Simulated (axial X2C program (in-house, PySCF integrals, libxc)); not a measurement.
# Correcting the dissociation energy of BeF for spin–orbit coupling

A spin-free CCSD(T) curve (one-electron X2C) was computed with an in-house relativistic program for diatomic molecules, basis F dyall-av3z [7s6p3d2f], Be dyall-cv3z [8s8p3d1f] (cores contracted in-house), for the state M_S = 1/2, Λ = 0 (beyond evenly filled blocks: σα). It gives D0 = 5.678 eV to F + Be, which in a spin-free picture are the weighted means of the ground terms.

Correlated methods: 9 electrons correlated (number of frozen shells: F 1 s; Be 1 s), 175 virtual spin orbitals or spinors in MP2, 89 natural virtuals in coupled cluster.

Measured levels of the ground terms (NIST Handbook of Basic Atomic Spectroscopic Data), in cm⁻¹: F 2P: J = 3/2 at 0, J = 1/2 at 404.1; Be 1S: J = 0 at 0.

The molecular state has Λ = 0, so it has no first-order lowering.

Problem. How far does each ground level lie under the (2J+1)-weighted mean of its term?

Solution. F: (4 × 0 + 2 × 404.1)/6 = 135 cm⁻¹; Be: a single level, 0.

Problem. Correct D0.

Solution. D0 = 5.678 + (0 − 135)/8065.5 = 5.661 eV at CCSD(T) with these spin–orbit terms. The direct two-component run gives 5.662 eV; the difference holds second-order terms in the molecule, scalar two-electron terms, the gap between measured and computed atomic splittings (a 2c atom can miss part of its lowering) and, in coupled cluster, the truncation of each run.

Second-order spin–orbit effects in the molecule, which grow quickly with Z, are left out. The state is a single determinant with fixed occupations, the lowest that a limited PBE0 search found. De is counted from the lowest determinant-based energies of the atoms at the same level, without counterpoise correction. Coupled cluster ran in a truncated set of natural virtual spinors; the MP2 energy of the rest was added. (T) has no such correction and the atoms are truncated less, which lowers De at CCSD(T) by a hundredth of an eV or more.
